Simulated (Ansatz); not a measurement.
C3H8BNO can be A, `COCBC=N`, or B, `B/N=C\OCC`.

Gas-phase electronic energies from Ansatz, PBE0-D4/def2-TZVP geometries. CCSD(T)/CBS adds triple-zeta CCSD(T) − MP2 to the extrapolated MP2 energy (def2 sets, frozen cores). Functionals use def2-TZVPP. B3LYP here is the variant with VWN-RPA as its local correlation; programs differ in this. One conformer a species, not always the lowest.

Problem. Which is lower in electronic energy at CCSD(T)/CBS, and by how much? (Estimate.)

Solution. Computed: B, by 34.0 kcal/mol.

Problem. Give E(B) − E(A) in kcal/mol with B3LYP, CCSD(T)/def2-TZVPP, PBE-D4, MP2/def2-TZVPP, PBE0-D4, B2PLYP, r2SCAN-D4. (Best estimate.)

Solution. Computed: B3LYP -37.9, CCSD(T)/def2-TZVPP -34.2, PBE-D4 -39.3, MP2/def2-TZVPP -36.4, PBE0-D4 -37.7, B2PLYP -37.0, r2SCAN-D4 -39.6. None reverses the order clearly.

Largest T1 diagnostic: 0.014.

In def2-TZVPP, CCSD(T) changes the Hartree–Fock value by −1.2 kcal/mol (the triples alone add −0.8 kcal/mol) and MP2 by −3.4 kcal/mol. From PBE to PBE0 (25 % exact exchange), in def2-TZVPP and without D4, E(B) − E(A) moves by +1.6 kcal/mol.
